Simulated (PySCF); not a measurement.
# Electron correlation in Nd (neodymium, neutral)

[Xe] 4f4 5d2, one real determinant (an excited configuration). Calculation: PySCF 2.14, in x2c-TZVPPall (11s7p7d4f2g, 113 functions); scalar relativity by spin-free X2C-1e. Frozen: [Ar] 3d10; 32 electrons correlated.

MP2 pair energies summed by pair of shells (mhartree):

```json
{"pair": "4d-4d", "energy": "-230.53", "share (%)": "22.1"}
{"pair": "4d-4f", "energy": "-158.75", "share (%)": "15.2"}
{"pair": "5p-5p", "energy": "-106.81", "share (%)": "10.2"}
{"pair": "4d-5p", "energy": "-106.34", "share (%)": "10.2"}
{"pair": "4f-5p", "energy": "-93.07", "share (%)": "8.9"}
{"pair": "4p-4d", "energy": "-58.66", "share (%)": "5.6"}
{"pair": "5p-5d", "energy": "-39.48", "share (%)": "3.8"}
{"pair": "4f-4f", "energy": "-38.74", "share (%)": "3.7"}
{"pair": "5s-5p", "energy": "-34.40", "share (%)": "3.3"}
{"pair": "4d-5s", "energy": "-32.23", "share (%)": "3.1"}
{"pair": "4f-5s", "energy": "-21.39", "share (%)": "2.0"}
{"pair": "4s-4d", "energy": "-19.38", "share (%)": "1.9"}
{"pair": "4p-4p", "energy": "-18.64", "share (%)": "1.8"}
{"pair": "4p-4f", "energy": "-18.63", "share (%)": "1.8"}
{"pair": "4f-5d", "energy": "-12.63", "share (%)": "1.2"}
{"pair": "4p-5p", "energy": "-11.28", "share (%)": "1.1"}
{"pair": "4d-5d", "energy": "-7.17", "share (%)": "0.7"}
{"pair": "4p-5s", "energy": "-6.43", "share (%)": "0.6"}
{"pair": "5s-5s", "energy": "-6.08", "share (%)": "0.6"}
{"pair": "4s-4p", "energy": "-6.05", "share (%)": "0.6"}
{"pair": "4s-4f", "energy": "-5.81", "share (%)": "0.6"}
{"pair": "5s-5d", "energy": "-4.71", "share (%)": "0.5"}
{"pair": "5d-5d", "energy": "-3.10", "share (%)": "0.3"}
{"pair": "4s-4s", "energy": "-2.08", "share (%)": "0.2"}
{"pair": "4s-5p", "energy": "-1.23", "share (%)": "0.1"}
{"pair": "4s-5s", "energy": "-0.99", "share (%)": "0.1"}
{"pair": "4p-5d", "energy": "-0.54", "share (%)": "0.1"}
{"pair": "4s-5d", "energy": "-0.13", "share (%)": "0.0"}
```

Total MP2 correlation energy: -1045.3 mhartree.

Same-spin part -401.31 and opposite-spin part -643.98 mhartree; SCS-MP2 scales them by 1/3 and 6/5 to -906.55 mhartree.

The reference is one real determinant that mixes LS terms of this configuration.

This basis was not built for core-valence correlation, so the inner-shell part is incomplete.
